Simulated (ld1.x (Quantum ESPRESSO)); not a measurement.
# Transferability test, TM potential for dysprosium (Dy)

Dy, norm-conserving Troullier–Martins (Kleinman–Bylander form), made with ld1.x (Quantum ESPRESSO) 7.5 (PBE, scalar-relativistic). Core [Xe], reference 4f10 5d1 6s1 6p0. Waves: 6s (bound): rc 2.60 bohr; 6p (bound, empty): rc 3.30 bohr; 5d (bound): rc 3.80 bohr; 4f (bound): rc 1.25 bohr. Local part: all-electron potential smoothed inside 2.30 bohr (lloc = -1). Core correction: Bessel-smoothed model core, default radius (core density twice the valence density).

Energies are relative to the spin-unpolarised reference configuration 4f10 5d1 6s1 6p0; without spin polarisation the order of configurations can differ from experiment. Not all tests gave a result: 2 of 7 tests not solved or not reliable. Left out of the table: 4f11 5d0 6s0 6p0 (solver errors, printed error -1563 eV); 4f10 5d0 6s0 6p1 (solver errors, printed error -1434 eV).

Give the all-electron excitation energy and the error of the potential for: 4f10 5d0 6s2 6p0; 4f10 5d0 6s1 6p0; 4f10 5d0 6s0 6p0; 4f9 5d1 6s1 6p0; 4f8 5d0 6s0 6p0.

```tsv
valence configuration	charge	ΔE all-electron (eV)	error AE − PS (meV)
4f10 5d0 6s2 6p0	0	-2.632	-0.3
4f10 5d0 6s1 6p0	+1	3.604	-12
4f10 5d0 6s0 6p0	+2	15.271	-72
4f9 5d1 6s1 6p0	+1	8.585	-1081
4f8 5d0 6s0 6p0	+4	85.625	-7347
```

Levels in the configuration 4f10 5d0 6s2 6p0:

```
level  all-electron (eV)  pseudo (eV)
   4f             -3.108       -3.204
   6s             -3.746       -3.747
```

These tests converged, but a pseudo level misses the all-electron one widely, so the file describes the atom poorly there or has found another state: 4f9 5d1 6s1 6p0: 4f by 2.6 eV; 4f8 5d0 6s0 6p0: 4f by 7.9 eV.

Note: ghost states, extra bound levels that the all-electron valence spectrum of the same l lacks: s at -24.7 eV, p at -1.43 eV. A true bound ghost makes a file unfit for plane-wave use.
